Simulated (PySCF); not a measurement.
Mean harmonic wavenumber (cm⁻¹) of eight silicon and germanium compounds: PBE-D3(BJ) beside B3LYP-D3(BJ), computed with PySCF for isolated molecules in the bases named; differences from unrounded values. The eight are the first of their class met in an unordered collection, after screening for sound electronic states; none was chosen by its value. Each level has its own optimised geometry.

| molecule | basis | B3LYP-D3(BJ) | PBE-D3(BJ) | difference |
|---|---|---|---|---|
| C3H10O2Si, SMILES O([SiH3])C[C@@H](C)O | def2-SVP | 1346 | 1307 | -39 |
| Ge(H)2(vinyl)(NH2) (C2H7GeN), SMILES C=[CH][GeH2][NH2] | def2-SVP | 1352 | 1317 | -35 |
| ClH6NSSi2, SMILES N[SiH2]S[SiH2]Cl | def2-SVP | 1062 | 1031 | -31 |
| CH5F2NOSi, SMILES [Si@@](F)(N)(CF)O | def2-SVP | 1190 | 1160 | -30 |
| C₃H₉NSi, SMILES C1C(C1)[SiH2]N | def2-SVP | 1391 | 1357 | -35 |
| Si(All)(H)3 (C3H8Si), SMILES C=CC[SiH3] | def2-SVP | 1384 | 1345 | -38 |
| Si(F)2(Me)(NCO) (C₂H₃F₂NOSi), SMILES C[Si](F)(F)N=C=O | def2-SVP | 1048 | 1019 | -28 |
| C2H4ClNOSi, SMILES O[Si@@]1(Cl)C=NC1 | def2-SVP | 1166 | 1133 | -33 |

PBE-D3(BJ) lies below B3LYP-D3(BJ) in 8 and above it in 0 of the eight; the mean signed difference is -34 and the largest -39 cm⁻¹.
